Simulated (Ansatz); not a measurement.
Other settings, tried on the cluster CuCl₂⁻ (the lowest singlet isomer of a short search).

```yaml
crystal:
  periodic: [false, false, false]
  atoms:
    - {symbol: Cu, position_ang: [0.000165, -0.000031, -0.000030]}
    - {symbol: Cl, position_ang: [-0.190367, -2.141612, 0.176250]}
    - {symbol: Cl, position_ang: [0.190202, 2.141653, -0.176230]}
basis:
  gaussian: {orbitals: STO-3G}
total_charge: -1
hamiltonian: {xc: {name: HF}}
correlation: {method: ccsd}
```

```sh
$ ansatz run in.yaml --threads 4 --pin off --events-out ev --progress --plain --max-ram 3916MiB
```

It prints (some lines left out):

```
Functional definition: HF
343 factors; integrals over basis functions are off by at most 5.5e-4 eV
mean field evaluation 1: about -68515.3402 eV, gradient 6.8e1 eV
mean field evaluation 2: about -68515.6021 eV, gradient 6.8e1 eV
mean field evaluation 4: about -68750.3648 eV, gradient 9.3e1 eV
mean field evaluation 8: about -68753.9555 eV, gradient 8.8e1 eV
mean field evaluation 16: about -68829.8816 eV, gradient 3.0e-5 eV
mean field evaluation 32: about -68713.7432 eV, gradient 8.6e1 eV
mean field evaluation 64: about -68828.8369 eV, gradient 1.0e-2 eV
mean field evaluation 96: about -68808.9148 eV, gradient 2.5e1 eV
mean field evaluation 128: about -68828.4011 eV, gradient 1.8e0 eV
mean field evaluation 160: about -68828.5479 eV, gradient 3.6e-4 eV
mean field evaluation 192: about -68810.8963 eV, gradient 8.3e-1 eV
mean field evaluation 224: about -68804.7431 eV, gradient 1.7e0 eV
mean field evaluation 256: about -68802.2610 eV, gradient 6.2e-4 eV
mean field evaluation 288: about -68808.0946 eV, gradient 1.8e1 eV
mean field evaluation 320: about -68808.6909 eV, gradient 3.8e0 eV
mean field evaluation 352: about -68791.4550 eV, gradient 5.4e-2 eV
mean field evaluation 384: about -68789.2578 eV, gradient 1.5e1 eV
mean field evaluation 416: about -68828.5479 eV, gradient 3.4e-3 eV
mean field evaluation 448: about -68829.7051 eV, gradient 4.7e0 eV
mean field evaluation 480: about -68828.5479 eV, gradient 1.7e-3 eV
mean field evaluation 512: about -68828.6790 eV, gradient 1.2e-1 eV
mean field -68829.88162610 eV, -2529.4514951897 hartree, gradient 2.0e-6 eV, S^2 0.000000; 11 other end points of the search recorded, 0 dependent functions left out; unrestricted orbitals would lower it
mean field evaluation 544: about -68829.1533 eV, gradient 1.5e0 eV
mean field evaluation 576: about -68833.5883 eV, gradient 2.6e-1 eV
mean field evaluation 608: about -68778.0803 eV, gradient 3.4e1 eV
mean field evaluation 640: about -68833.4191 eV, gradient 1.8e0 eV
mean field evaluation 672: about -68833.5933 eV, gradient 9.9e-4 eV
mean field evaluation 704: about -68835.5790 eV, gradient 2.2e-2 eV
[...]
cycle   5  -3.69132303 eV  change   -1.5e-1 eV  update   1.1e-2
cycle   6  -3.73618484 eV  change   -4.5e-2 eV  update   7.9e-3
cycle   7  -3.81133300 eV  change   -7.5e-2 eV  update   5.5e-3
cycle   8  -3.79398763 eV  change    1.7e-2 eV  update   2.6e-3
cycle   9  -3.80237259 eV  change   -8.4e-3 eV  update   1.6e-3
cycle  10  -3.80370799 eV  change   -1.3e-3 eV  update   9.9e-4
cycle  11  -3.80196437 eV  change    1.7e-3 eV  update   7.5e-4
cycle  12  -3.79903168 eV  change    2.9e-3 eV  update   8.0e-4
cycle  13  -3.80369946 eV  change   -4.7e-3 eV  update   6.3e-4
cycle  14  -3.80286588 eV  change    8.3e-4 eV  update   1.3e-4
cycle  15  -3.80309828 eV  change   -2.3e-4 eV  update   5.3e-5
cycle  16  -3.80315083 eV  change   -5.3e-5 eV  update   3.4e-5
cycle  17  -3.80317165 eV  change   -2.1e-5 eV  update   3.2e-5
WARN: these amplitudes may be one of several solutions (largest doubles amplitude 0.62, level shift 0.00 eV)
WARN: in the space of 9 natural orbitals, full CI finds another state of this spin 2.610 eV below this run's state, or below the method's energy where it doesn't find this run's state
WARN: the method's energy lies above the unrestricted determinant's, so it is not that of the lowest state
Total energy: -68833.68479775 eV, -2529.5912591699 hartree
```

It took 9.5 s on 4 threads of Intel Xeon Platinum 8259CL on a shared host.

Correlated methods freeze 15 core orbitals. The highest occupied level of an anion often lies above zero with these methods, and sets without diffuse functions describe the outer electron poorly. The program marks the result for the charge -1 singlet as doubtful (above unrestricted, lower state, other roots). The restricted singlet (for correlated methods, its reference) is unstable: a solution with broken spin symmetry lies lower.
